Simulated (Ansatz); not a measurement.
```xyz
2

S     0.0000    0.0000   -0.9520
S     0.0000    0.0000    0.9520
```

Basis set: 6-31G* (spherical functions). Correlated methods keep 10 orbitals frozen. Charge 0, multiplicity 3.

Computed with Ansatz (development build ahead of 0.2.0); each method stands on the lowest determinant of its kind that the runs found.

**Question.** Give the atomization energy at this shape (free ground-state atoms in the same class of orbitals less the molecule, no zero-point energy) of triplet S₂ by UHF-MP2, UHF.

**Answer.**

| method | atomization energy |
| --- | --- |
| UHF-MP2 | 84.25 kcal/mol |
| UHF | 40.12 kcal/mol |
